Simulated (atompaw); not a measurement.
## Varying the PAW (atompaw) potential for rhenium

Base potential:

* Element: rhenium (Re)
* Generator: atompaw 4.2.0.5
* Type: PAW
* Functional: PBE
* Relativity: non-relativistic
* Frozen core: [Kr] 4d10 4f14
* Valence charge: 15
* Reference configuration: 5s2 5p6 5d5 6s1 6p0 (charge +1)
* Partial waves: 5s (bound): rc 1.90 bohr; 6s (bound): rc 1.90 bohr; 5p (bound): rc 1.90 bohr; 6p (bound, empty): rc 1.90 bohr; 5d (bound): rc 1.90 bohr; 5d channel at 2.2 Ry: rc 1.65 bohr
* Local potential: bessel scheme, radius 1.35 bohr
* Core correction: smooth core density matched at 1.70 bohr
* Augmentation charge: sinc compensation charge, radius 1.80 bohr; PAW radius 1.90 bohr; waves and projectors: custom polynom2 7 10 vanderbiltortho

Cutoffs, loose and tight: the cutoffs (Ry, on a coarse ladder) from which the occupation-weighted sum of valence levels, in a spherical-Bessel basis at the reference potential, stays within 10 and 1 mRy of its value at 400 Ry. They see the waves, projectors and local potential, not the compensation charge or the core. A dash means not determined.

A true bound ghost makes a file unfit for plane-wave use even where its test errors are small: the radial tests pick states by their node count and pass the ghost by.

| change | outcome | cutoff, loose | cutoff, tight | bound ghosts |
| --- | --- | --- | --- | --- |
| base | generated | 25 Ry | 35 Ry | none |
| wave 5d channel at 2.2 Ry: rc 1.65 bohr becomes 5d channel at -0.89 Ry: rc 1.65 bohr | failed: atompaw: The overlap operator has at least one negative eigenvalue! | – | – | – |
| wave 5d channel at 2.2 Ry: rc 1.65 bohr becomes 5d channel at -0.77 Ry: rc 1.65 bohr | failed: atompaw: The overlap operator has at least one negative eigenvalue! | – | – | – |
| wave 5d channel at 2.2 Ry: rc 1.65 bohr becomes 5d channel at -0.65 Ry: rc 1.65 bohr | failed: atompaw: The overlap operator has at least one negative eigenvalue! | – | – | – |
| wave 5d channel at 2.2 Ry: rc 1.65 bohr becomes 5d channel at 2.13 Ry: rc 1.65 bohr | generated | 25 Ry | 35 Ry | none |
| wave 5d channel at 2.2 Ry: rc 1.65 bohr becomes 5d channel at 3.6 Ry: rc 1.65 bohr | generated | 25 Ry | 35 Ry | none |
| wave 5d channel at 2.2 Ry: rc 1.65 bohr becomes 5d channel at 6.82 Ry: rc 1.65 bohr | generated | 25 Ry | 35 Ry | none |

(1) What comes out with this change to the base: wave 5d channel at 2.2 Ry: rc 1.65 bohr becomes 5d channel at -0.12 Ry: rc 1.65 bohr?

(2) What comes out with this change to the base: wave 5d channel at 2.2 Ry: rc 1.65 bohr becomes 5d channel at 0.47 Ry: rc 1.65 bohr?

Answers

(1) outcome: generated; cutoff, loose: 21 Ry; cutoff, tight: 35 Ry; bound ghosts: d.

(2) outcome: generated; cutoff, loose: 21 Ry; cutoff, tight: 35 Ry; bound ghosts: none.
